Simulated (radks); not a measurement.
Nb, configuration [Kr] 4d1 5s1 5p3 (not the ground configuration).

Method: scalar-relativistic Kohn-Sham, BLYP, spin-polarised, spherical densities, point nucleus; open shells are filled with parallel spins first (spin-orbit coupling, left out, can overturn this in heavy ions); computed with a radial shooting solver on a logarithmic mesh with Libxc functionals.

Energy parts (hartree):
| part | energy |
|---|---|
| total | -3819.67683 |
| kinetic | 3933.17600 |
| electron-nucleus | -9184.81366 |
| Hartree | 1550.71691 |
| exchange-correlation | -118.75608 |

Orbitals (lengths in bohr, moments of r in powers of bohr):
orbital  occ.  eigenvalue (hartree)      <r^4>
1s up       1             -691.7890  7.985e-06
1s down     1             -691.7863  7.985e-06
2s up       1             -97.17930   0.001493
2s down     1             -97.17328   0.001493
2p up       3             -86.83243   0.001071
2p down     3             -86.82683   0.001070
3s up       1             -16.59136    0.07887
3s down     1             -16.58572    0.07880
3p up       3             -13.21143    0.08792
3p down     3             -13.20519    0.08780
3d up       5              -7.68592     0.1002
3d down     5              -7.67809    0.09986
4s up       1              -2.58706      3.274
4s down     1              -2.55237      3.252
4p up       3              -1.68777      5.294
4p down     3              -1.65140      5.207
4d up       1              -0.43692      25.83
4d down     0              -0.39064      22.83
5s up       1              -0.31508      169.2
5p up       3              -0.14663      436.4

The highest occupied level is 5p up at -3.990 eV. The configuration is held as typed, so some empty levels lie below it. Spin moment in Bohr magnetons: 5.
